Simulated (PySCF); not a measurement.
Cl$_{2}$Hg (SMILES [Cl][Hg][Cl]), singlet, at a GFN2-xTB geometry (such geometries of metal compounds can be far from the true shape) (core potentials on Hg). Base run: PySCF with CAMB3LYP/def2-SVP, polarisability.

Input for PySCF:
```python
from pyscf import gto, scf, dft
from pyscf.prop import polarizability

mol = gto.Mole()
mol.atom = '''
    Hg    0.000000    0.000000    0.000000
    Cl   -0.000000   -0.000000   -2.301271
    Cl    0.000000    0.000000    2.301271
'''
mol.basis = 'def2-svp'
mol.ecp = {'Hg': 'def2-svp'}
mol.charge = 0
mol.spin = 0
mol.verbose = 4
mol.build()

mf = dft.RKS(mol)
mf.xc = 'camb3lyp'
mf.kernel()
alpha = mf.Polarizability().polarizability()[2, 2]
print('alpha_zz =', alpha)
```

The base run was repeated with changes; each row names its change, and settings that it needs were set with it.

```
change                                         alpha_zz (bohr³)  basis functions  core-seconds (rough)
---------------------------------------------  ----------------  ---------------  --------------------
base                                                      79.75               68                     6
finite field (a.u.) = 2e-4; conv_tol = 1e-6               79.73               68                     5
functional = pbe                                          84.60               68                     3
finite field (a.u.) = 0.02; conv_tol = 1e-11              79.84               68                     9
basis = def2-SVPD                                         95.50               89                    10
functional = hf                                             [?]               68                   0.7
finite field (a.u.) = 0.05; conv_tol = 1e-11              80.33               68                     9
basis = def2-TZVP                                         90.14              117                    20
finite field (a.u.) = 0.001; conv_tol = 1e-6              79.74               68                     5
finite field (a.u.) = 0.005; conv_tol = 1e-11             79.75               68                     9
finite field (a.u.) = 0.001; conv_tol = 1e-11             79.75               68                     8
basis = def2-TZVPD                                        96.46              138                    40
```

### Question
Complete the blanks.

### Answer

- functional = hf, alpha_zz (bohr³): 70.21

Finite-field rows take the second difference of the energy in a field along z; a small field with loose convergence shows SCF noise divided by the square of the field, and a large one adds hyperpolarisability.
